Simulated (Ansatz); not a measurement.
Molecule: sum formula Si2H4Cl (charge -1, singlet). It need not be the lowest isomer of its formula. Whether it binds its extra electron was not tested at this geometry. 
Coordinates optimised at B3LYP-D3(BJ)/def2-TZVP (Ansatz, an electronic-structure program):
```xyz
7

Si    -1.9780    -0.1621    -0.3947
Si     0.2043    -0.6602     0.3165
Cl     1.6547     0.9013    -0.0756
H     -2.3572    -1.5671     0.1129
H     -2.3176     0.5341     0.9279
H      0.8243    -1.8192    -0.4092
H      0.5515    -0.9572     1.7475
```
Charge -1, spin multiplicity 1.

Basis-set convergence of Hartree-Fock and CCSD correlation energies (hartree) with Ansatz. Correlated levels leave the core frozen unless marked. Spin-orbit coupling is left out. No relativistic terms.

| basis | functions | E(HF) | E(corr, CCSD) |
|---|---|---|---|
| aug-cc-pV(D+d)Z | 132 | -1039.75562 | -0.43333 |
| aug-cc-pV(T+d)Z | 257 | -1039.78961 | -0.52018 |
| aug-cc-pV(Q+d)Z | 451 | -1039.79834 | -0.54855 |

Extrapolating the two largest sets (X = 3 and 4) as X^-3: E(corr) = (64·(-0.54855) - 27·(-0.52018))/37 = -0.5693 Eh, an estimate of the basis-set limit. The largest set recovers 96.4 % of it, the smallest 76.1 %.
